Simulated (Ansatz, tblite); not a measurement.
Spin states of the cluster Cu₃H₄ (the lowest doublet isomer of a short search), each relaxed with PBE-D4/def2-SVP in Ansatz. Electronic energies in the gas phase.

The xTB rows come from tblite. HSE06 is defined as in plane-wave codes, on full-range PBE exchange. Correlated methods freeze 27 core orbitals. The rows differ in basis, and correlated rows in double-zeta sets carry the largest basis error. In CCSD on the charge 0 quartet the largest single amplitude is 0.32, so its Hartree–Fock determinant may place the open shell otherwise than the density functionals do. The structure comes from a short search, and lower isomers may exist.

Doublet geometry (Cs within 0.1 Å):

Cartesian coordinates in Å:
```
Cu 1.1627 1.0083 0.0230
Cu 0.3182 -0.5592 1.4749
Cu -0.8045 -0.3324 -0.6466
H 0.1864 0.8879 -1.2641
H -1.5137 -0.1913 -2.0107
H -0.9508 -1.3044 0.8401
H 1.6017 0.4912 1.5834
```

Quartet geometry:

```xyz
7

Cu    1.049    0.115   -0.774
Cu   -0.042   -1.731    0.158
Cu   -0.875    0.580    0.571
H    -0.389    0.951   -0.991
H    -1.773    1.775    0.957
H     0.683   -0.184    0.923
H     1.347   -1.506   -0.844
```

⟨S²⟩: doublet 0.76 at PBE0-D4/def2-TZVP (pure 0.75), quartet 3.76 at PBE0-D4/def2-TZVP (pure 3.75).

Run but left out: HF/STO-3G (doublet: ⟨S²⟩ 4.64, where a pure state has 0.75); HF/def2-SVP, HF/def2-TZVP, MP2/def2-SVP, MP2/def2-TZVP (doublet: a determinant that CCSD turns far, T1 0.066).

Only these spin states were relaxed. The quartet has other bonds than the doublet, so the gap mixes isomer and spin.

Second-order perturbation terms are unreliable where d shells bring near-degenerate states, and here PBE-QIDH/def2-TZVP lies more than 0.4 eV from the median of the functionals without such a term.

Problem. Estimate which spin state lies lowest at each of these levels, and by how much: GFN1-xTB; LDA (SPW92)/def2-TZVP; PBE-D4/def2-TZVP; r2SCAN-D4/def2-TZVP; B97M-V/def2-TZVP; PBE0-D4/def2-TZVP; HSE06-D4/def2-TZVP; ωB97M-V/def2-TZVP; PBE-QIDH/def2-TZVP; RPA@PBE/def2-TZVP; CCSD/def2-SVP; CCSD(T)/def2-SVP.

Solution. 
| level | quartet − doublet (kJ/mol) | lowest of these | remarks |
| --- | --- | --- | --- |
| GFN1-xTB | 264.8 | doublet | – |
| LDA (SPW92)/def2-TZVP | 228.0 | doublet | – |
| PBE-D4/def2-TZVP | 223.4 | doublet | – |
| r2SCAN-D4/def2-TZVP | 223.3 | doublet | – |
| B97M-V/def2-TZVP | 239.9 | doublet | – |
| PBE0-D4/def2-TZVP | 262.0 | doublet | – |
| HSE06-D4/def2-TZVP | 260.8 | doublet | – |
| ωB97M-V/def2-TZVP | 306.3 | doublet | – |
| PBE-QIDH/def2-TZVP | 372.5 | doublet | – |
| RPA@PBE/def2-TZVP | 248.1 | doublet | – |
| CCSD/def2-SVP | 309.0 | doublet | large T1 (0.066) (doublet), large T1 (0.093) (quartet) |
| CCSD(T)/def2-SVP | 311.6 | doublet | large T1 (0.066) (doublet), large T1 (0.093) (quartet) |

Change of the quartet − doublet gap on mixing in exact exchange, in kJ/mol: PBE to PBE0 (25 % exact exchange) 38.7. The xTB methods have no spin-polarisation term.
